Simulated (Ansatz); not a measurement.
Consider the ligand exchange at the Si–C bond: `C[SiH2]C(C)S` + `CSS` → `C[SiH2]SSC` + `CCS`.

Program: Ansatz. Geometries: PBE0-D4/def2-TZVP. ΔE: electronic, gas phase. CCSD(T)/CBS adds triple-zeta CCSD(T) − MP2 to the extrapolated MP2 energy (def2 sets, frozen cores). Functionals use def2-TZVPP. B3LYP here is the variant with VWN-RPA as its local correlation; programs differ in this. One conformer a species, not always the lowest.

Problem. Is it downhill or uphill in electronic energy at CCSD(T)/CBS, and by how much? (Estimate.)

Solution. The calculation gave: Downhill: ΔE = -0.75 eV.

Problem. What do these levels give: r2SCAN-D4, PBE0-D4, B3LYP-D4, ωB97M-V, B2PLYP, B3LYP, MP2/def2-TZVPP, SCS-MP2/def2-TZVPP, HF/def2-QZVPP, MP2/def2-QZVPP, SCS-MP2/def2-QZVPP, MP2/CBS(def2)? (Best estimate.)

Solution. Computed: r2SCAN-D4 -0.77, PBE0-D4 -0.77, B3LYP-D4 -0.76, ωB97M-V -0.73, B2PLYP -0.77, B3LYP -0.78, MP2/def2-TZVPP -0.76, SCS-MP2/def2-TZVPP -0.75, HF/def2-QZVPP -0.81, MP2/def2-QZVPP -0.77, SCS-MP2/def2-QZVPP -0.77, MP2/CBS(def2) -0.78 eV.

Largest T1 diagnostic among the species: 0.011.

In def2-TZVPP, CCSD(T) changes the Hartree–Fock value by +0.08 eV (the triples alone add −0.00 eV) and MP2 by +0.05 eV.
